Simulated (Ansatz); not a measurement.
The cluster Sn₂H₃, relaxed as a doublet with UKS PBE0-D4/def2-TZVP in Ansatz, starting from the GFN1-xTB geometry. Force threshold 0.02 eV/Å.

In the def2 sets Sn takes a core potential; there is no spin–orbit coupling. The structure comes from a short search, and lower isomers may exist.

Start:

Cartesian coordinates in Å:
```
Sn 0.8382 -0.9031 1.2557
Sn -0.6885 0.6105 -0.6116
H 0.0726 -0.2346 2.7078
H -0.8905 -0.6784 -1.7917
H 0.6683 1.2055 -1.5603
```

| step | energy (eV) | largest force component (eV/Å) | SCF passes |
| --- | --- | --- | --- |
| 1 | -11710.6915 | 0.527 | 21 |
| 2 | -11710.7475 | 0.303 | 28 |
| 3 | -11710.7772 | 0.150 | 30 |
| 4 | -11710.7848 | 0.130 | 29 |
| 5 | -11710.8383 | 0.553 | 31 |
| 6 | -11710.8725 | 1.165 | 29 |
| 7 | -11711.0281 | 0.973 | 28 |
| 8 | -11711.1216 | 0.383 | 25 |
| 9 | -11711.1552 | 0.461 | 28 |
| 10 | -11711.1993 | 0.058 | 27 |
| 11 | -11711.2006 | 0.015 | 23 |
| 12 | -11711.2011 | 0.015 | 24 |

Force components are those of the run's own axes.

End:

```xyz
5

Sn    0.128   -1.312    1.688
Sn   -0.195    0.033   -0.709
H     0.719    0.240    2.317
H    -0.786   -0.636   -2.185
H     0.134    1.676   -1.111
```

By distances, no bond broke or formed. The bond that changes most is Sn1–Sn2, from 2.85 to 2.77 Å (atoms count from 1). The end is the same structure that another start reached, the lowest one found.

The force fell under the threshold at step 11, but the optimiser went on. No frequencies were taken in this run, so the end may be a saddle point.

Hardware: 4 threads of Arm Neoverse V2 on a shared host. Wall time 19 s.
